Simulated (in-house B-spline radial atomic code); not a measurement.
Mn⁺. Computed with a B-spline radial atomic code. Model: non-relativistic spherical atom: semilocal Troullier-Martins pseudo-atom, one channel per l, against all electrons, high spin, G0W0 and RPA with empty states to l = 8, local potential for every l without a channel, a model core (radius 0 = none) keeps its share of the functional.

What the tables leave out is listed at the end.

The pseudopotential gives back the lowest level of each angular momentum of its own functional in the configuration it was made in; a second state of the same l is only approximately right. Exact exchange, RPA and GW see the smooth pseudo-orbitals and miss the exchange with the core, for which the functional's share stands in. The column with an uncorrelated core keeps all orbitals and exact exchange, and so separates missing core correlation from pseudisation. Only the three outermost levels and the lowest empty one were computed. RPA here is direct RPA, with no exchange kernel, and its energies carry an (l + 1/2)⁻⁴ tail. A hybrid on a potential with a model core restores only its own semilocal share of the core's exchange.

Command:
```bash
python run_psgw.py task.json out
```
Settings (lengths in bohr, energies in hartree):
```
Z                      25
electrons              24
configuration          [Ar] 3d5 4s1
generated_in           [Ar] 3d5 4s2
functional             pbe,pbe
core_shells            5
radius_factor          1.15
core_correction        False
ion_configuration      [Ar] 3d5
```

Time taken, with all properties: 22 s on 1 thread of Intel(R) Xeon(R) 6975P-C (Granite Rapids), on a shared host.

Given: made with PBE; model core radius 0 bohr; local radius 2.735 bohr; mean-field start PBE.

Valence shells of the generating configuration: 3d, 4s.

Channel: s 2.9, p 3.4, d 2.618 (radii in bohr).

Computed: largest level miss in the spin-unpolarised generating configuration 0 eV; valence RPA correlation energy all-electron orbitals -0.22204 hartree; all-electron RPA polarisability, core included 20.92 bohr³; ionisation by mean-field all-electron 16.104 eV; ionisation by mean-field pseudo minus all -0.003 eV; ionisation by RPA all-electron 16.113 eV; ionisation by RPA pseudo minus all 1.037 eV.

```
level  occupied  mean-field all-electron (eV)  mean-field pseudo minus all (eV)  G0W0 all-electron (eV)  G0W0 uncorrelated core minus all (eV)  G0W0 pseudo minus all (eV)  exchange self-energy all-electron (eV)  exchange self-energy pseudo (eV)
4s up         1                       -12.457                             0.067                 -16.245                                  0.127                       -0.44                                 -12.141                           -11.501
```

Problem. What is the pseudo-atom RPA polarisability?

Solution. 20.609 bohr³.

Problem. What is the valence RPA correlation energy pseudo?

Solution. -0.27994 hartree.

Given: mean-field start PBE0.

Computed: valence RPA correlation energy all-electron orbitals -0.20335 hartree; valence RPA correlation energy pseudo -0.2674 hartree; all-electron RPA polarisability, core included 18.239 bohr³; pseudo-atom RPA polarisability 17.657 bohr³; ionisation by mean-field pseudo minus all 0.272 eV; ionisation by RPA all-electron 15.974 eV.

```
level  occupied  mean-field all-electron (eV)  mean-field pseudo minus all (eV)  G0W0 all-electron (eV)  G0W0 uncorrelated core minus all (eV)  G0W0 pseudo minus all (eV)  exchange self-energy all-electron (eV)  exchange self-energy pseudo (eV)
4s up         1                       -13.131                            -0.195                 -16.121                                  0.128                      -0.678                                 -11.911                           -11.584
3d up         1                       -18.885                             0.317                 -23.356                                  0.087                       2.409                                 -39.917                            -24.27
```

Problem. What is the ionisation by mean-field all-electron?

Solution. 15.785 eV.

Problem. What is the ionisation by RPA pseudo minus all?

Solution. 1.084 eV.

Given: mean-field start Hartree-Fock.

Computed: valence RPA correlation energy all-electron orbitals -0.16559 hartree; valence RPA correlation energy pseudo -0.23752 hartree; pseudo-atom RPA polarisability 12.908 bohr³; ionisation by mean-field all-electron 14.687 eV; ionisation by RPA all-electron 15.664 eV; ionisation by RPA pseudo minus all 1.192 eV.

```tsv
level	occupied	mean-field all-electron (eV)	mean-field pseudo minus all (eV)	G0W0 all-electron (eV)	G0W0 uncorrelated core minus all (eV)	G0W0 pseudo minus all (eV)	exchange self-energy all-electron (eV)	exchange self-energy pseudo (eV)
4s up	1	-14.803	-1.106	-15.763	0.12	-1.254	-11.108	-11.736
3d up	1	-25.398	3.725	-24.364	0.046	2.411	-40.564	-23.815
4s down (empty)	0	-5.8371	0.156	-6.9358	0.087	0.133	-0.74102	0
```

Problem. What is the all-electron RPA polarisability, core included?

Solution. 14.148 bohr³.

Problem. What is the ionisation by mean-field pseudo minus all?

Solution. 1.047 eV.

Among the listed levels the largest G0W0 shift of the pseudo-atom is +2.41 eV, for 3d up on the Hartree-Fock start, while leaving the core uncorrelated moves that level by +0.05 eV. So pseudisation and the lost core exchange, not the missing core correlation, make the error. Not in the tables (levels of low weight, unsolved or above zero; the highest and the empty levels are kept at any weight): on PBE the G0W0 levels 3d up (pseudo minus all +2.17 eV, weights 0.84 and 0.60).
